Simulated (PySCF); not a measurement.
Energy of Ca²⁺ (calcium, charge +2) between two integer charges

The 3p beta orbital of [Ar] is emptied in steps (occupation f), with all orbitals relaxed, ending at [Ne] 3s2 3p5. All numbers are calculated (PySCF 2.14, the spin-free X2C one-electron Hamiltonian (Gaussian nucleus), in aug-cc-pVTZ-X2C (7s6p4d2f, 59 functions)). The exact energy is a straight line in f; departures are measured from the line between the end points of the same method.

```json
{"f": "1", "UHF (eV)": "0.000", "LDA (eV)": "0.000", "PBE (eV)": "0.000", "PBE0 (eV)": "0.000", "r2SCAN (eV)": "0.000", "LC-wPBE (eV)": "0.000", "BHandHLYP (eV)": "0.000", "wB97X (eV)": "0.000", "MN15 (eV)": "0.000", "M06-2X (eV)": "0.000"}
{"f": "0.8", "UHF (eV)": "0.147", "LDA (eV)": "-1.342", "PBE (eV)": "-1.305", "PBE0 (eV)": "-0.949", "r2SCAN (eV)": "-1.214", "LC-wPBE (eV)": "-0.487", "BHandHLYP (eV)": "-0.595", "wB97X (eV)": "-0.539", "MN15 (eV)": "-0.820", "M06-2X (eV)": "-0.636"}
{"f": "0.6", "UHF (eV)": "0.214", "LDA (eV)": "-2.016", "PBE (eV)": "-1.956", "PBE0 (eV)": "-1.422", "r2SCAN (eV)": "-1.805", "LC-wPBE (eV)": "-0.727", "BHandHLYP (eV)": "-0.896", "wB97X (eV)": "-0.805", "MN15 (eV)": "-1.220", "M06-2X (eV)": "-0.962"}
{"f": "0.4", "UHF (eV)": "0.208", "LDA (eV)": "-2.017", "PBE (eV)": "-1.951", "PBE0 (eV)": "-1.419", "r2SCAN (eV)": "-1.783", "LC-wPBE (eV)": "-0.722", "BHandHLYP (eV)": "-0.899", "wB97X (eV)": "-0.800", "MN15 (eV)": "-1.208", "M06-2X (eV)": "-0.952"}
{"f": "0.2", "UHF (eV)": "0.135", "LDA (eV)": "-1.345", "PBE (eV)": "-1.296", "PBE0 (eV)": "-0.942", "r2SCAN (eV)": "-1.173", "LC-wPBE (eV)": "-0.475", "BHandHLYP (eV)": "-0.602", "wB97X (eV)": "-0.529", "MN15 (eV)": "-0.795", "M06-2X (eV)": "-0.610"}
{"f": "0", "UHF (eV)": "0.000", "LDA (eV)": "0.000", "PBE (eV)": "0.000", "PBE0 (eV)": "0.000", "r2SCAN (eV)": "0.000", "LC-wPBE (eV)": "0.000", "BHandHLYP (eV)": "0.000", "wB97X (eV)": "0.000", "MN15 (eV)": "0.000", "M06-2X (eV)": "0.000"}
```

```json
{"method": "UHF", "E(f=0) − E(f=1) (eV)": "50.152", "−ε at f=1 (eV)": "51.095", "−ε at f=0.4 (eV)": "49.951"}
{"method": "LDA", "E(f=0) − E(f=1) (eV)": "51.603", "−ε at f=1 (eV)": "43.238", "−ε at f=0.4 (eV)": "53.280"}
{"method": "PBE", "E(f=0) − E(f=1) (eV)": "51.359", "−ε at f=1 (eV)": "43.200", "−ε at f=0.4 (eV)": "53.016"}
{"method": "PBE0", "E(f=0) − E(f=1) (eV)": "51.421", "−ε at f=1 (eV)": "45.489", "−ε at f=0.4 (eV)": "52.626"}
{"method": "r2SCAN", "E(f=0) − E(f=1) (eV)": "51.481", "−ε at f=1 (eV)": "43.845", "−ε at f=0.4 (eV)": "53.088"}
{"method": "LC-wPBE", "E(f=0) − E(f=1) (eV)": "51.543", "−ε at f=1 (eV)": "48.491", "−ε at f=0.4 (eV)": "52.178"}
{"method": "BHandHLYP", "E(f=0) − E(f=1) (eV)": "51.342", "−ε at f=1 (eV)": "47.635", "−ε at f=0.4 (eV)": "52.074"}
{"method": "wB97X", "E(f=0) − E(f=1) (eV)": "51.412", "−ε at f=1 (eV)": "48.038", "−ε at f=0.4 (eV)": "52.109"}
{"method": "MN15", "E(f=0) − E(f=1) (eV)": "51.806", "−ε at f=1 (eV)": "46.653", "−ε at f=0.4 (eV)": "52.883"}
{"method": "M06-2X", "E(f=0) − E(f=1) (eV)": "51.501", "−ε at f=1 (eV)": "47.572", "−ε at f=0.4 (eV)": "52.414"}
```

Orbital energy along the path (eV):

```json
{"f": "1", "UHF": "-51.095", "LDA": "-43.238", "PBE": "-43.200", "PBE0": "-45.489", "r2SCAN": "-43.845", "LC-wPBE": "-48.491", "BHandHLYP": "-47.635", "wB97X": "-48.038", "MN15": "-46.653", "M06-2X": "-47.572"}
{"f": "0.8", "UHF": "-50.681", "LDA": "-46.559", "PBE": "-46.466", "PBE0": "-47.864", "r2SCAN": "-46.973", "LC-wPBE": "-49.721", "BHandHLYP": "-49.098", "wB97X": "-49.398", "MN15": "-48.758", "M06-2X": "-49.078"}
{"f": "0.6", "UHF": "-50.301", "LDA": "-49.911", "PBE": "-49.745", "PBE0": "-50.249", "r2SCAN": "-50.071", "LC-wPBE": "-50.956", "BHandHLYP": "-50.579", "wB97X": "-50.763", "MN15": "-50.843", "M06-2X": "-50.692"}
{"f": "0.4", "UHF": "-49.951", "LDA": "-53.280", "PBE": "-53.016", "PBE0": "-52.626", "r2SCAN": "-53.088", "LC-wPBE": "-52.178", "BHandHLYP": "-52.074", "wB97X": "-52.109", "MN15": "-52.883", "M06-2X": "-52.414"}
{"f": "0.2", "UHF": "-49.627", "LDA": "-56.649", "PBE": "-56.250", "PBE0": "-54.977", "r2SCAN": "-55.951", "LC-wPBE": "-53.358", "BHandHLYP": "-53.586", "wB97X": "-53.414", "MN15": "-54.847", "M06-2X": "-53.931"}
{"f": "0", "UHF": "-49.327", "LDA": "-59.997", "PBE": "-59.407", "PBE0": "-57.271", "r2SCAN": "-58.721", "LC-wPBE": "-54.465", "BHandHLYP": "-55.123", "wB97X": "-54.702", "MN15": "-56.681", "M06-2X": "-55.203"}
```

Reference removal energy between the ground levels: 50.913 eV (measured; NIST Atomic Spectra Database, ionization energies). The calculation has no spin-orbit coupling. UHF lacks correlation.
